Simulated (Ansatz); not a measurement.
All values below come from Ansatz (a first-principles code) with frozen-core CCSD(T)/cc-pVQZ // PBE0-D4/def2-TZVP.

Ansatz 0.2 input:
```yaml
crystal:
  periodic: [false, false, false]
  atoms:
    - { symbol: B, position_ang: [1.630541, -0.111343, 0.058103] }
    - { symbol: C, position_ang: [0.362992, 0.375388, -0.16839] }
    - { symbol: C, position_ang: [-1.006127, -0.183761, 0.0785] }
    - { symbol: H, position_ang: [2.736562, -0.472402, 0.226923] }
    - { symbol: H, position_ang: [0.394937, 1.373642, -0.620387] }
    - { symbol: H, position_ang: [-0.96451, -1.176446, 0.528403] }
    - { symbol: H, position_ang: [-1.580951, 0.460725, 0.750281] }
    - { symbol: H, position_ang: [-1.573443, -0.265802, -0.853434] }
basis:
  gaussian: { orbitals: cc-pVQZ }
correlation:
  method: ccsd_t
```

Output:

```
Functional definition: HF
1824 factors; integrals over basis functions are off by at most 9.6e-4 eV
mean field evaluation 1: about -2807.3427 eV, gradient 3.5e1 eV
mean field evaluation 2: about -2807.3432 eV, gradient 3.5e1 eV
mean field evaluation 4: about -2810.8269 eV, gradient 3.5e0 eV
mean field evaluation 8: about -2810.9003 eV, gradient 1.3e-1 eV
mean field evaluation 16: about -2810.8929 eV, gradient 9.1e-1 eV
mean field -2810.90044778 eV, -103.2986861593 hartree, gradient 2.4e-6 eV, S^2 0.000000; 0 other end points of the search recorded, 0 dependent functions left out
3 core orbitals not correlated
reference -2810.90044778 eV, -103.2986861593 hartree; 8, 8 occupied and 304, 304 virtual orbitals, 1824 factors
second order -12.52909302 eV of doubles, -0.00000000 eV of singles
cycle   1  -12.89183776 eV  change   -3.6e-1 eV  update   7.6e-2
cycle   2  -13.23771573 eV  change   -3.5e-1 eV  update   2.4e-2
cycle   3  -13.30080179 eV  change   -6.3e-2 eV  update   1.1e-2
cycle   4  -13.29520446 eV  change    5.6e-3 eV  update   2.8e-3
cycle   5  -13.29518408 eV  change    2.0e-5 eV  update   1.2e-3
cycle   6  -13.29519253 eV  change   -8.5e-6 eV  update   3.5e-4
cycle   7  -13.29503991 eV  change    1.5e-4 eV  update   1.3e-4
cycle   8  -13.29504184 eV  change   -1.9e-6 eV  update   5.6e-5
cycle   9  -13.29505010 eV  change   -8.3e-6 eV  update   1.8e-5
perturbative correction -0.57472583 eV, -0.0211207848 hartree
Total energy: -2824.77022371 eV, -103.8083910235 hartree
```

Cost: about 30 core-minutes (a rough figure).
